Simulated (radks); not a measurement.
The numbers below are computed, except where a source is named.
Isoelectronic series with 7 electrons, all held in the configuration [He] 2s2 2p3, which need not be the ground one along the series. Level of theory: scalar-relativistic Kohn-Sham, PBE, spin-polarised, spherical densities, finite nucleus; open shells are filled with parallel spins first (spin-orbit coupling, left out, can overturn this in heavy ions); Fermi nuclear charge, rms radius of each element as measured or else 0.836 A^(1/3) + 0.57 fm (a radial shooting solver on a logarithmic mesh with Libxc functionals). Total energies (hartree) and mean radii <r> (bohr):

ion    E (hartree)    2p up  2s down
Tb58+   -6971.0592  0.07747  0.08866
Dy59+   -7205.5532  0.07613  0.08702
Ho60+   -7444.7449  0.07484  0.08543
Er61+   -7688.6053  0.07358  0.08389
Tm62+   -7937.2540  0.07237  0.08238
Yb63+   -8190.6662  0.07118  0.08091
Lu64+   -8448.9679  0.07003  0.07949
Hf65+   -8712.2651  0.06891  0.07810
Ta66+   -8980.5659  0.06783  0.07674
W67+    -9253.9489  0.06677  0.07542
Re68+   -9532.5052  0.06574  0.07413
Os69+   -9816.2687  0.06474  0.07287
